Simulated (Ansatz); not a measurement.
Basis sets compared for [WSF4]- (WSF4⁻). Charge -1, multiplicity 2. Geometry r2SCAN-D4/def2-SVPD. Ansatz on 4 threads of Intel Xeon 6975P-C on a shared host; times are rough, and most runs start from earlier orbitals.

```xyz
6

W    -0.0655   -0.0268    0.0055
S    -2.0574   -0.8416    0.1727
F     0.5082    0.6369    1.7271
F    -0.1711    1.8504   -0.4405
F     0.5541   -0.2023   -1.8163
F     1.2318   -1.4166    0.3514
```

In the def2 sets W takes a core potential; there is no spin–orbit coupling. At PBE-D4/def2-SVPD, PBE-D4/def2-TZVPD the highest occupied level of the charge -1 doublet lies above zero (up to 0.80 eV). By energy differences its removal costs 2.36 eV (vertical, to the charge 0 singlet, at PBE-D4/def2-TZVPD); a positive level beside a positive removal energy at the same level points to self-interaction error. No other spin state of charge -1 was run.

| level | functions | energy (Eh) | HOMO (eV) | LUMO (eV) | wall time |
| --- | --- | --- | --- | --- | --- |
| PBE-D4/def2-SVPD | 154 | -864.1155 | 0.64 | 1.58 | 1.6 s |
| PBE0-D4/def2-SVPD | 154 | -864.0673 | -1.26 | 2.22 | 2.4 s |

(1) Estimate the rows for PBE-D4/def2-TZVPD, PBE0-D4/def2-TZVPD (with forces).

Answers

(1) 
| level | functions | energy (Eh) | HOMO (eV) | LUMO (eV) | wall time |
| --- | --- | --- | --- | --- | --- |
| PBE-D4/def2-TZVPD | 249 | -864.7232 | 0.80 | 1.68 | 2.4 s |
| PBE0-D4/def2-TZVPD (with forces) | 249 | -864.6778 | -1.07 | 2.36 | 6 s |
